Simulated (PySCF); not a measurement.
**Ionisation energy along the 23-electron series**

Calculated with PySCF 2.14 and a two-component X2C-1e Hamiltonian (Gaussian nucleus, no Breit or QED terms), each ion in its own even-tempered basis scaled to its charge; GMP2 freezes [Ne] and drops the highest virtual spinors. Values in eV. NIST values: (m) measured, (s) semi-empirical, (t) theoretical.

| ion | configuration | GHF (spin-free) | GMP2 (spin-free) | GHF (screened spin-orbit) | GMP2 (screened spin-orbit) | NIST |
| --- | --- | --- | --- | --- | --- | --- |
| Yb⁴⁷⁺ | [Ar] 3d5 | 4095.8 | 4095.8 | 4052.8 | 4052.5 | 4051 ± 4 (t) |
| Hf⁴⁹⁺ | [Ar] 3d5 | 4421.7 | 4421.6 | 4374.2 | 4374.0 | 4372 ± 4 (t) |

Question: Fill in the row of Lu⁴⁸⁺.

Answer: configuration: [Ar] 3d5; GHF (spin-free): 4257.3; GMP2 (spin-free): 4257.3; GHF (screened spin-orbit): 4212.1; GMP2 (screened spin-orbit): 4211.9; NIST: 4211 ± 4 (t).
